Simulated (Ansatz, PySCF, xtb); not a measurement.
Dimer: N2 (SMILES N#N) (first 2 atoms) with AsH3 (SMILES [AsH3]); geometry from B3LYP-D3(BJ)/def2-TZVP, rigid monomers moved along the line of their centres of mass till N2···As3 is 4.04 Å.
(charge 0, multiplicity 1):
```xyz
6

N      0.242    -0.233    -1.008
N      0.460    -0.696    -0.045
As    -0.463     0.151     3.797
H      1.021    -0.186     3.868
H     -0.847    -1.317     3.653
H     -0.608     0.102     5.315
```

Interaction energies are E(AB) − E(A) − E(B) at the monomers' geometry in the complex; basis-set methods are counterpoise corrected. Rows marked so take none.

Correlated levels freeze the cores. Filled d and f shells under p-block atoms count as core. CBS: X⁻³ extrapolation of the correlation energy, Hartree–Fock from the larger set. Rows in 6-31G* carry no dispersion term and start afresh at each structure (6-31G* with six Cartesian d functions); the Pople sets are all-electron and without relativity.

Programs: Ansatz (Gaussian orbitals); PySCF for 6-31G* rows, the dispersion terms; xtb for the GFN methods. 

```json
[
 {"level": "GFN1-xTB", "interaction energy (meV)": "-42.7"},
 {"level": "GFN2-xTB", "interaction energy (meV)": "-72.5"},
 {"level": "HF/6-31G*", "interaction energy (meV)": "-0.1"},
 {"level": "HF/aug-cc-pVDZ", "interaction energy (meV)": "1.3"},
 {"level": "r2SCAN-D3(BJ)/def2-TZVPPD", "interaction energy (meV)": "-18.5"},
 {"level": "B3LYP-D4/def2-TZVPPD", "interaction energy (meV)": "-14.9"},
 {"level": "M06-2X/6-31G* (no counterpoise)", "interaction energy (meV)": "-27.5"},
 {"level": "MP2/aug-cc-pVTZ", "interaction energy (meV)": "?"},
 {"level": "CCSD(T)/CBS(aug-cc-pVDZ, aug-cc-pVTZ)", "interaction energy (meV)": "?"}
]
```

Q: What belongs in the gaps?

A: 
- MP2/aug-cc-pVTZ, interaction energy (meV): -22.3
- CCSD(T)/CBS(aug-cc-pVDZ, aug-cc-pVTZ), interaction energy (meV): -19.7

Ansatz is a quantum-chemistry and plane-wave program.
